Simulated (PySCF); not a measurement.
# Excitation energy of Re by level of theory

Re [Xe] 4f14 5d5 6s2 (6S) → Re [Xe] 4f14 5d7 (4F), as a difference of total energies. All numbers are calculated (PySCF 2.14, a scalar-relativistic core potential, in def2-TZVPPD with the def2 core potential (60 electrons)). Correlated levels: valence: 5s2 5p6 frozen; valence and next inner shell: nothing frozen outside the core potential. The calculations carry no spin-orbit coupling.

| method | excitation energy (cm⁻¹) |
| --- | --- |
| UHF | 47446 |
| LDA | 37739 |
| PBE | 35881 |
| PBE0 | 37000 |
| r2SCAN | 39875 |
| LC-wPBE | 36396 |
| M06-L | 37544 |
| TPSS | 35713 |
| PW91 | 35750 |
| MP2 (valence) | 40189 |
| SCS-MP2 (valence) | 36272 |
| MP2 (valence and next inner shell) | 42566 |
| SCS-MP2 (valence and next inner shell) | 40348 |
